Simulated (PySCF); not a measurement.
Br₃Sb, SMILES [Sb+]([Br])([Br])[Br], charge +1, multiplicity 2.

Coordinates come from a B3LYP-D3(BJ)/def2-SVP optimisation. The def2 effective core potentials stand for the cores of Sb; spin–orbit coupling is left out.

Two levels are set side by side: PBE/def2-TZVP (PySCF) and r2SCAN/def2-TZVP (PySCF). Same geometry, gas phase. Differences are taken from unrounded values.

```tsv
quantity	r2SCAN	PBE	PBE minus r2SCAN
α-spin orbital gap (eV)	4.05	3.62	-0.43
β-spin orbital gap (eV)	0.97	0.67	-0.30
mean polarisability (bohr³)	107.1	109.2	2.1
```

Rough cost on one machine, each run with all the roots and properties that it gave: r2SCAN against PBE about 3 times.
